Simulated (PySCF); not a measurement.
**Electric field gradients and quadrupole coupling constants**

Species: C3H7N3SSi2.
Geometry (GFN2-xTB, Å), atoms numbered from 1 in this order:
```
atom  x, y, z in Å
C1    -2.936    0.222    0.073
S2    -1.651    0.755    1.243
Si3    0.140    0.068    0.241
N4     0.157   -1.645    0.304
C5    -0.133    0.688   -1.518
N6    -0.340    1.088   -2.572
Si7    2.052    0.990    1.150
C8     3.324   -0.330    0.801
N9     4.056   -1.180    0.562
H10   -3.870    0.646    0.427
H11   -2.710    0.598   -0.920
H12   -3.001   -0.862    0.067
H13    0.967   -2.182    0.046
H14   -0.678   -2.209    0.294
H15    2.069    1.180    2.600
H16    2.548    2.182    0.460
```

Field gradients from the PBE0/pcSseg-1 density (PySCF, non-relativistic), principal values in atomic units, ordered |Vxx| ≤ |Vyy| ≤ |Vzz|:

| atom | Vxx | Vyy | Vzz |
| --- | --- | --- | --- |
| S2 | 0.2201 | 2.0892 | -2.3094 |
| N4 | 0.3929 | 0.5813 | -0.9742 |
| N6 | 0.5474 | 0.6034 | -1.1508 |
| N9 | 0.5718 | 0.5786 | -1.1504 |

**Question.** Find the asymmetry η = (Vxx − Vyy)/Vzz and the couplings χ = eQV/h (234.96 MHz × Q in barn × V in au), with Q(33S) = −0.0678 b, Q(14N) = 0.02044 b.

**Answer.** 
```tsv
atom	environment	nucleus	η	χzz (MHz)	χxx (MHz)	χyy (MHz)
S2	sulfur bonded to C and Si	33S	0.81	36.79	-3.51	-33.28
N4	silicon-bound nitrogen	14N	0.19	-4.679	1.887	2.792
N6	cyano nitrogen	14N	0.05	-5.53	2.63	2.90
N9	cyano nitrogen	14N	0.01	-5.53	2.75	2.78
```

The gradient is axial or nearly so (η below 0.05) at N9. The tensor is traceless: Vxx + Vyy + Vzz = 0.

**Question.** What is Vzz at N9 in SI units (1 au = 9.71736 × 10²¹ V/m²)?

**Answer.** -1.1504 au = -11.179 × 10²¹ V/m².

Were the hydrogens deuterons (Q(2H) = 0.00286 b), χzz would run from 107 kHz (H16) to 287 kHz (H14 and H13).

One conformer (not necessarily the lowest) at the GFN2-xTB geometry, without solvent, vibrations or thermal averaging. GFN2-xTB bond lengths can be off by several hundredths of an ångström, more for odd bonds, and the gradients follow them. A larger basis could move these couplings by a tenth or more.
